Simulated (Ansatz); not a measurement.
Reaction (ligand exchange at the Si–O bond): `F[Si](F)(F)O[SiH3]` + HBr → `F[Si](F)(F)Br` + `O[SiH3]`

Isolated molecules relaxed with PBE0-D4/def2-TZVP in Ansatz; ΔE leaves out vibrations. CBS: MP2 limit from def2 TZ/QZ plus the TZ coupled-cluster correction, frozen cores. DFT in def2-TZVPP. For Br outer-core shells are correlated without core-valence functions, which leaves a few kJ/mol of doubt a bond. Scalar relativity is left out up to krypton. Each species was taken in one conformer, which may not be the lowest.

```tsv
level	ΔE (kJ/mol)
CAM-B3LYP-D4	59.4
CCSD(T)/def2-TZVPP	56.3
```

**Question.** What does CCSD(T)/CBS give? (An estimate is asked.)

**Answer.** Ansatz gave: +51.2 kJ/mol. The listed levels differ from it by 8.2, 5.1 kJ/mol.

Largest T1 diagnostic among the species: 0.011.

Leaving LDA and LC-ωPBE aside and taking each functional with its dispersion term where it has one, the values, not all of them listed here, spread over 27.3 kJ/mol, from revPBE-D4 to BHLYP-D4. LDA lies +7.5 kJ/mol from PBE without D4. From PBE to PBE0 (25 % exact exchange), in def2-TZVPP and without D4, ΔE moves by +7.5 kJ/mol.

CCSD(T)/CBS has its own doubt, a few kJ/mol and more with outer-core shells, so smaller differences from it don't rank the levels.
